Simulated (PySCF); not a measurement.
PySCF job for Ti(Me)2(H)2 (C2H8Ti), SMILES [CH3][TiH2][CH3], multiplicity 1, B3LYP-D3(BJ)/def2-SVP. The structure is a stationary point at B3LYP-D3(BJ)/def2-SVP. The multiplicity is an assumed one; no other spin state was optimised. The structure was generated by enumeration; whether it is a known compound was not checked.

```python
import numpy as np
from pyscf import gto, scf, dft, df
from pyscf.hessian import thermo

mol = gto.M(
    atom='''
    Ti    0.00000000   -0.00000000   -0.46845074
    C    -1.68486417    0.00000000    0.67523013
    H    -2.25825922   -0.90312742    0.39153730
    H    -1.49166856   -0.00000000    1.76050528
    H    -2.25825921    0.90312742    0.39153729
    C     1.68486416   -0.00000000    0.67523013
    H     2.25825920   -0.90312742    0.39153731
    H     2.25825920    0.90312743    0.39153731
    H     1.49166855    0.00000000    1.76050529
    H     0.00000001   -1.40306814   -1.44200258
    H    -0.00000000    1.40306815   -1.44200257
    ''',
    basis='def2-SVP',
    charge=0,
    spin=0,
    max_memory=1600,
    verbose=3,
)
mf = dft.RKS(mol, xc='b3lyp').density_fit(auxbasis='def2-universal-jkfit')
mf.disp = 'd3bj'
mf.grids.level = 3
mf.conv_tol = 1e-11
mf.max_cycle = 100
mf.kernel()

# [left out here: the lines that compute and print the analytic Hessian (its translational invariance restored by hand, since the grid's response is missing), thermochemistry and intensities]
```

Output:

```
converged SCF energy = -930.281762409008

WARN: DFTD3 does not support analytical Hessian, using finite difference


WARN: Mole.unit (angstrom) is changed to Bohr

Mode                                 0                   1                   2
Irrep
Freq [cm^-1]                       74.9187             83.3249            163.3737
Reduced mass [au]                   1.0201              1.0915              2.5436
Force const [Dyne/A]                0.0034              0.0045              0.0400
Char temp [K]                     107.7913            119.8859            235.0584
Normal mode                   x     y     z       x     y     z       x     y     z
       0  Ti                 0.00 -0.00 -0.00   -0.00  0.03 -0.00    0.00  0.00  0.06
       1   C                 0.00  0.02  0.00    0.00 -0.04  0.00   -0.10 -0.00 -0.09
       2   H                 0.17 -0.18  0.30    0.22 -0.26  0.25   -0.06  0.00 -0.20
       3   H                 0.00  0.43 -0.00    0.00  0.31 -0.00   -0.30  0.00 -0.06
       4   H                -0.17 -0.18 -0.30   -0.22 -0.26 -0.25   -0.06 -0.00 -0.20
       5   C                -0.00 -0.02  0.00   -0.00 -0.04  0.00    0.10 -0.00 -0.09
       6   H                 0.17  0.18 -0.30   -0.22 -0.26  0.25    0.06  0.00 -0.20
       7   H                -0.17  0.18  0.30    0.22 -0.26 -0.25    0.06 -0.00 -0.20
       8   H                -0.00 -0.43  0.00   -0.00  0.31  0.00    0.30 -0.00 -0.06
       9   H                -0.02 -0.00  0.00   -0.00  0.06 -0.04   -0.00  0.02  0.04
      10   H                 0.02 -0.00 -0.00    0.00  0.06  0.04   -0.00 -0.02  0.04
Mode                                 3                   4                   5
Irrep
Freq [cm^-1]                      274.4037            343.5198            357.0181
Reduced mass [au]                   1.0473              1.0695              1.0991
Force const [Dyne/A]                0.0465              0.0744              0.0825
[...]
       3   H                 0.00  0.03 -0.00    0.37 -0.00 -0.16   -0.01  0.00  0.01
       4   H                 0.15  0.01 -0.08    0.02  0.02  0.05   -0.12 -0.00  0.09
       5   C                 0.00  0.06 -0.00   -0.05 -0.00 -0.11   -0.08  0.00 -0.02
       6   H                -0.15 -0.01 -0.08   -0.02 -0.02  0.05   -0.12 -0.00 -0.09
       7   H                 0.15 -0.01  0.08   -0.02  0.02  0.05   -0.12  0.00 -0.09
       8   H                -0.00 -0.03 -0.00   -0.37  0.00 -0.16   -0.01  0.00 -0.01
       9   H                -0.63 -0.00  0.00   -0.00 -0.18  0.28   -0.48  0.00 -0.00
      10   H                 0.63  0.00  0.00   -0.00  0.18  0.28   -0.48 -0.00 -0.00
Mode                                12                  13                  14
Irrep
Freq [cm^-1]                      622.5999           1112.8281           1119.9835
Reduced mass [au]                   1.2433              1.3338              1.2989
Force const [Dyne/A]                0.2840              0.9732              0.9600
Char temp [K]                     895.7826           1601.1119           1611.4069
Normal mode                   x     y     z       x     y     z       x     y     z
       0  Ti                -0.00 -0.00  0.04    0.01 -0.00  0.00    0.00  0.00 -0.00
       1   C                 0.05  0.00 -0.04   -0.09  0.00  0.05   -0.09  0.00  0.05
       2   H                 0.03 -0.00  0.00    0.25 -0.12 -0.22    0.26 -0.12 -0.21
       3   H                 0.15  0.00 -0.06    0.34  0.00 -0.03    0.35 -0.00 -0.04
       4   H                 0.03  0.00  0.00    0.25  0.12 -0.22    0.26  0.12 -0.21
       5   C                -0.05  0.00 -0.04   -0.09  0.00 -0.05    0.09 -0.00  0.05
       6   H                -0.03 -0.00  0.00    0.25  0.12  0.22   -0.26 -0.12 -0.21
       7   H                -0.03  0.00  0.00    0.25 -0.12  0.22   -0.26  0.12 -0.21
       8   H                -0.15  0.00 -0.06    0.34 -0.00  0.03   -0.35  0.00 -0.04
       9   H                 0.00  0.38 -0.48    0.03  0.00  0.00    0.00 -0.01 -0.03
      10   H                 0.00 -0.38 -0.48    0.03 -0.00  0.00    0.00  0.01 -0.03
Mode                                15                  16                  17
Irrep
Freq [cm^-1]                     1378.1980           1380.0166           1381.5730
Reduced mass [au]                   1.0667              1.0647              1.0677
Force const [Dyne/A]                1.1937              1.1947              1.2008
Char temp [K]                    1982.9201           1985.5366           1987.7759
Normal mode                   x     y     z       x     y     z       x     y     z
       0  Ti                 0.00 -0.00 -0.00   -0.00  0.00 -0.00   -0.00 -0.00  0.00
       1   C                 0.02 -0.00  0.04   -0.00  0.05 -0.00   -0.00 -0.05 -0.00
       2   H                -0.26  0.27 -0.27   -0.01 -0.05  0.31    0.00  0.05 -0.31
       3   H                 0.21  0.00  0.00   -0.00 -0.52 -0.00   -0.00  0.52  0.00
       4   H                -0.26 -0.27 -0.27    0.01 -0.05 -0.31   -0.00  0.05  0.31
       5   C                 0.02 -0.00 -0.04    0.00 -0.05 -0.00   -0.00 -0.05  0.00
       6   H                -0.26 -0.27  0.27   -0.01  0.05 -0.31   -0.00  0.05 -0.31
       7   H                -0.26  0.27  0.27    0.01  0.05  0.31    0.00  0.05  0.31
       8   H                 0.21  0.00 -0.00    0.00  0.52  0.00   -0.00  0.52  0.00
       9   H                 0.00 -0.00 -0.00   -0.01  0.00 -0.00   -0.00 -0.01 -0.01
      10   H                 0.00 -0.00 -0.00    0.01  0.00 -0.00    0.00 -0.01  0.01
Mode                                18                  19                  20
Irrep
Freq [cm^-1]                     1382.8439           1669.8327           1702.6821
Reduced mass [au]                   1.0637              1.0393              1.0214
Force const [Dyne/A]                1.1984              1.7074              1.7447
Char temp [K]                    1989.6045           2402.5174           2449.7805
Normal mode                   x     y     z       x     y     z       x     y     z
       0  Ti                -0.00  0.00 -0.00    0.00 -0.03 -0.00    0.00  0.00 -0.02
       1   C                -0.02 -0.00 -0.04    0.00  0.00  0.00    0.00  0.00  0.00
       2   H                 0.25 -0.27  0.27    0.01 -0.00 -0.01    0.01 -0.01 -0.01
       3   H                -0.22  0.00  0.00    0.00  0.01 -0.00    0.01 -0.00 -0.00
       4   H                 0.25  0.27  0.27   -0.01 -0.00  0.01    0.01  0.01 -0.01
       5   C                 0.02  0.00 -0.04   -0.00  0.00  0.00   -0.00  0.00  0.00
       6   H                -0.25 -0.27  0.27   -0.01 -0.00 -0.01   -0.01 -0.01 -0.01
       7   H                -0.25  0.27  0.27    0.01 -0.00  0.01   -0.01  0.01 -0.01
       8   H                 0.22 -0.00  0.00   -0.00  0.01 -0.00   -0.01 -0.00 -0.00
       9   H                 0.00  0.00 -0.01   -0.00  0.58  0.38   -0.00  0.57  0.41
      10   H                -0.00 -0.00 -0.01    0.00  0.58 -0.38    0.00 -0.57  0.41
Mode                                21                  22                  23
Irrep
Freq [cm^-1]                     2984.5314           2985.9965           3084.6279
Reduced mass [au]                   1.0304              1.0311              1.1014
Force const [Dyne/A]                5.4076              5.4167              6.1747
Char temp [K]                    4294.0762           4296.1841           4438.0928
Normal mode                   x     y     z       x     y     z       x     y     z
       0  Ti                 0.00  0.00 -0.00    0.00  0.00  0.00    0.00 -0.00  0.00
       1   C                 0.03  0.00 -0.01    0.03  0.00 -0.01    0.00 -0.06  0.00
       2   H                -0.22 -0.36 -0.12   -0.22 -0.36 -0.12    0.25  0.38  0.12
       3   H                 0.07 -0.00  0.31    0.07 -0.00  0.30   -0.00 -0.01 -0.00
       4   H                -0.22  0.36 -0.12   -0.22  0.36 -0.12   -0.25  0.38 -0.12
       5   C                 0.03  0.00  0.01   -0.03 -0.00 -0.01    0.00  0.06 -0.00
       6   H                -0.22  0.36  0.12    0.22 -0.36 -0.12    0.25 -0.38 -0.12
       7   H                -0.22 -0.36  0.12    0.22  0.36 -0.12   -0.25 -0.38  0.12
       8   H                 0.07  0.00 -0.31   -0.07 -0.00  0.30   -0.00  0.01  0.00
       9   H                -0.00  0.00 -0.00   -0.00 -0.00  0.00    0.00  0.00  0.00
      10   H                -0.00 -0.00 -0.00   -0.00  0.00  0.00   -0.00  0.00 -0.00
Mode                                24                  25                  26
Irrep
Freq [cm^-1]                     3084.8773           3117.8457           3122.8384
Reduced mass [au]                   1.1014              1.1019              1.1011
Force const [Dyne/A]                6.1755              6.3111              6.3267
Char temp [K]                    4438.4517           4485.8858           4493.0691
Normal mode                   x     y     z       x     y     z       x     y     z
       0  Ti                 0.00 -0.00  0.00   -0.00 -0.00  0.00    0.00  0.00  0.00
       1   C                 0.00 -0.06  0.00   -0.03 -0.00 -0.06    0.03  0.00  0.06
       2   H                 0.25  0.38  0.12    0.11  0.18  0.04   -0.11 -0.17 -0.04
       3   H                -0.00 -0.01 -0.00    0.10 -0.00  0.59   -0.10  0.00 -0.60
       4   H                -0.25  0.38 -0.12    0.11 -0.18  0.04   -0.11  0.17 -0.04
       5   C                 0.00 -0.06  0.00   -0.03  0.00  0.06   -0.03  0.00  0.06
       6   H                -0.25  0.38  0.12    0.11 -0.18 -0.04    0.11 -0.17 -0.04
       7   H                 0.25  0.38 -0.12    0.11  0.18 -0.04    0.11  0.17 -0.04
       8   H                 0.00 -0.01 -0.00    0.10  0.00 -0.59    0.10  0.00 -0.60
       9   H                -0.00  0.00  0.00    0.00 -0.00 -0.00   -0.00 -0.00 -0.00
      10   H                 0.00  0.00 -0.00    0.00  0.00 -0.00   -0.00  0.00 -0.00
temperature 298.1500 [K]
pressure 101325.00 [Pa]
Rotational constants [GHz] 12.77042 5.02874 4.02508
Symmetry number 2
Zero-point energy (ZPE) 0.07880 [Eh]   206888.716 [J/mol]
                           tot       elec      trans        rot        vib
Entropy [J/mol/K]       338.170      0.000    163.390     97.306     77.474
Cv [J/mol/K]            108.126      0.000     12.472     12.472     83.183
Cp [J/mol/K]            116.440      0.000     20.786     12.472     83.183
Internal energy [J/mol]                      3718.434   3718.434 219568.844
Internal energy [Eh]   -930.19530  -930.28176
Enthalpy [J/mol]                             6197.391   3718.434 219568.844
Enthalpy [Eh]          -930.19436
Gibbs free energy [J/mol]                  -42517.269 -25293.429 196470.013
Gibbs free energy [Eh] -930.23276
static polarisability / bohr^3: [[72.039  0.    -0.   ]
 [ 0.    56.419 -0.   ]
 [ 0.    -0.    61.69 ]]
largest difference of analytic and finite-field dipole derivatives / e: 0.001623864313957446
mode   freq/cm-1   IR/(km/mol)   Raman/(A^4/amu)   depolarisation
   1       74.92         0.000             0.034            0.750
   2       83.32         0.254             0.177            0.750
   3      163.37         0.323             4.770            0.738
   4      274.40         4.732             1.731            0.750
   5      343.52         0.000             0.723            0.750
   6      357.02         0.007             0.098            0.750
   7      446.73         0.078             8.421            0.271
   8      472.76        33.793             4.961            0.750
   9      492.87         0.461            12.317            0.750
  10      559.05         0.000            38.489            0.750
  11      569.03         1.134            31.508            0.363
  12      620.81       245.232             2.093            0.750
  13      622.60       144.416            37.621            0.544
  14     1112.83         9.505            11.778            0.750
  15     1119.98         0.254            19.218            0.128
  16     1378.20         1.973            13.946            0.750
  17     1380.02         0.000             6.410            0.750
  18     1381.57        20.152            23.181            0.750
  19     1382.84        14.067            17.223            0.745
  20     1669.83       376.733           100.484            0.750
  21     1702.68       256.087           222.833            0.062
  22     2984.53         1.154             0.899            0.750
  23     2986.00         0.935           282.379            0.011
  24     3084.63         0.000           156.377            0.750
  25     3084.88         2.488             2.359            0.750
  26     3117.85         0.398             4.881            0.750
  27     3122.84         2.427           137.035            0.701
max |gradient| / (hartree/bohr): 1.8990498176896687e-05
APT charges: [ 1.3989 -0.376   0.0047  0.0157  0.0047 -0.376   0.0047  0.0047  0.0157
 -0.3486 -0.3486]
```

Self-consistency was reached.

Cost: very roughly 4 core-minutes.
